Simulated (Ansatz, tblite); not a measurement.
Cost and result up the ladder for In₅Sb₄Cl₃, a halide-capped cluster cut from zinc blende InSb (3 Cl on the cations) (12 atoms). Charge 0, multiplicity 1. Geometry: r2SCAN-D4/def2-SVP.

Cartesian coordinates in Å:
```
In 2.089 -1.157 0.429
In -0.712 -0.611 2.243
In 0.219 2.085 -0.277
In 0.752 -0.324 -2.616
In -2.693 0.326 -0.391
Sb 1.516 1.133 2.008
Sb 1.877 -2.677 -1.827
Sb -3.022 -1.750 1.341
Sb -1.361 1.577 -2.569
Cl 1.073 -2.584 2.423
Cl 2.422 1.561 -1.864
Cl -2.161 2.421 1.101
```

Ansatz on 2 threads of AMD EPYC 7R13 on a shared host and a share (18 GiB) of an NVIDIA H100 80GB HBM3; xTB runs through tblite on one thread. Times are rough, summed over both states, and most runs start from the orbitals of an earlier one. No level here is sound enough to serve as a yardstick. The other state is a doublet.

In the def2 sets In, Sb take a core potential; there is no spin–orbit coupling. The xTB rows come from tblite. Single mean-field runs in def2-TZVP are fitted with def2-universal-jkfit.

Run but left out: B2PLYP/def2-TZVP (charge +1 doublet: ⟨S²⟩ 1.17, where a pure state has 0.75).

Raw xTB energies of ions are shifted by several eV.

```csv
level,functions,wall time,vertical IE (eV),remarks
GFN1-xTB,108,0.11 s,10.30,–
GFN2-xTB,108,0.25 s,10.62,–
PBE-D4/def2-TZVP (with forces),561,17 s,6.36,spin-contaminated (⟨S²⟩ 0.83) (+1 doublet)
PBE0-D4/def2-TZVP,561,22 s,6.40,spin-contaminated (⟨S²⟩ 1.00) (+1 doublet)
```
